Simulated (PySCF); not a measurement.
Two species compared at the same levels of theory.

First species: C₃H₉AlO₃.
Cartesian coordinates in Å at the PBE0-D3(BJ)/def2-SVP level; atoms count from 1:
```
atom  x, y, z in Å
C1    -0.0166    1.5070    0.2492
O2    -0.5988    0.2004    0.2966
Al3   -2.1903   -0.1630   -0.8985
C4     0.1923   -0.8465    0.7893
O5     1.0976   -1.3118   -0.1806
C6     2.3473   -0.8182   -0.1651
O7     2.7533    0.0110    0.5925
H8    -0.8492    2.2083    0.1145
H9     0.5071    1.7090    1.1930
H10    0.6830    1.5872   -0.5944
H11   -2.4517   -1.6618   -0.3921
H12   -3.1391    1.0145   -0.3664
H13   -1.5309    0.0474   -2.3443
H14   -0.4939   -1.6739    0.9993
H15    0.7342   -0.5038    1.6829
H16    2.9371   -1.3081   -0.9647
```

Second species: TeBr4.
SMILES: `[Te](Br)(Br)(Br)Br`

Levels: CAM-B3LYP/def2-SVPD for dipole moment, HOMO energy, LUMO energy, HOMO–LUMO gap and static isotropic polarisability; TDDFT CAM-B3LYP/def2-SVPD for lowest singlet excitation; TDA CAM-B3LYP/def2-SVPD for lowest triplet excitation (Tamm–Dancoff); ΔSCF CAM-B3LYP/def2-SVPD for vertical ionisation energy; PBE0-D3(BJ)/def2-SVP for rotational constant A and rotational constant C. Geometries: PBE0-D3(BJ)/def2-SVP. Each structure is a single optimised conformer of the isolated species (atoms past krypton carry core potentials, spin–orbit coupling is left out). Electronic properties by PySCF.

Dipoles, sizes and rotational constants follow the conformer. The torsions of the flexible species, by atom-mapped SMILES:
- `[CH3:1][O+:2]([AlH3-:3])[CH2:4][O:5][CH:6]=[O:7]`: C1–O2–C4–O5 -79°, O2–C4–O5–C6 96°, C4–O5–C6–O7 -2°

Values for the first species:

* Dipole moment: 3.63 D
* HOMO energy: -8.91 eV
* LUMO energy: 0.17 eV
* HOMO–LUMO gap: 9.08 eV
* Lowest singlet excitation: 5.85 eV
* Lowest triplet excitation (Tamm–Dancoff): 5.30 eV
* Static isotropic polarisability: 80.1 au
* Vertical ionisation energy: 9.96 eV
* Rotational constant A: 4.328 GHz
* Rotational constant C: 1.060 GHz

Estimate the same properties for the second species, and the change in each.

| property | first | second | second less first |
| --- | --- | --- | --- |
| dipole moment | 3.63 D | 0.05 D | -3.58 D |
| HOMO energy | -8.91 eV | -9.09 eV | -0.18 eV |
| LUMO energy | 0.17 eV | -3.32 eV | -3.49 eV |
| HOMO–LUMO gap | 9.08 eV | 5.77 eV | -3.31 eV |
| lowest singlet excitation | 5.85 eV | 2.87 eV | -2.98 eV |
| lowest triplet excitation (Tamm–Dancoff) | 5.30 eV | 2.56 eV | -2.74 eV |
| static isotropic polarisability | 80.1 au | 147.6 au | +67.5 au |
| vertical ionisation energy | 9.96 eV | 9.76 eV | -0.20 eV |
| rotational constant A | 4.328 GHz | 0.591 GHz | -3.737 GHz |
| rotational constant C | 1.060 GHz | 0.302 GHz | -0.758 GHz |

On the first: No computed singlet falls in the visible range (750 to 380 nm, 1.65 to 3.26 eV); S1 lies 2.59 eV above its blue end. The dipole equals about 12.1 × 10⁻³⁰ C·m (1 D = 3.33564 × 10⁻³⁰ C·m).

On the second: The principal polarisabilities are 109.9, 136.8 and 196.1 au; their mean is the isotropic value. The ΔSCF ionisation energy exceeds −ε(HOMO) by 0.67 eV with CAM-B3LYP. Atoms past krypton carry effective core potentials; spin–orbit coupling is left out.
